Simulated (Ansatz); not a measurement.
A run for Ansatz (a quantum-chemistry and plane-wave program): R-SVWN5/def2-TZVPP on FGeH3Te (SMILES F[Te][GeH3]), a point of a torsion scan. Elements past Kr take the def2 small-core potentials; no spin–orbit coupling.

Ansatz 0.2 input:
```yaml
crystal:
  periodic: [false, false, false]
  atoms:
    - {symbol: F, position_ang: [2.53436210, 0.72795414, -0.19257974]}
    - {symbol: Te, position_ang: [1.66816763, -1.01520241, 0.25441397]}
    - {symbol: Ge, position_ang: [-0.66155334, -0.08097101, 0.02202126]}
    - {symbol: H, position_ang: [-0.60916693, 1.36272163, -0.34649072]}
    - {symbol: H, position_ang: [-1.46271208, -0.20236311, 1.28754144]}
    - {symbol: H, position_ang: [-1.46927752, -0.79296630, -1.02624547]}
basis:
  gaussian:
    orbitals: def2-TZVPP
hamiltonian:
  xc: {name: SVWN5}
scf: {lower_state_search: off}
```

The head of its log:

```
WARN ansatz: RAYON_NUM_THREADS=1 ignored (pool sized by the plan → 1); use --threads N
Functional definition: SVWN5
these checks for a lower state are left out or cut short: stability, starts, cluster_reference, orbital_swaps, neighbouring_geometries, increment
integrals: 0.09 GiB planned
1077 factors; their error is unknown
mean field: 0.57 GiB planned
mean field evaluation 1: about -66461.8410 eV, gradient 4.6e1 eV
mean field evaluation 2: about -66433.9355 eV, gradient 1.3e2 eV
```

Task: Give the final energy of this run.

Result: -2442.5394 hartree.
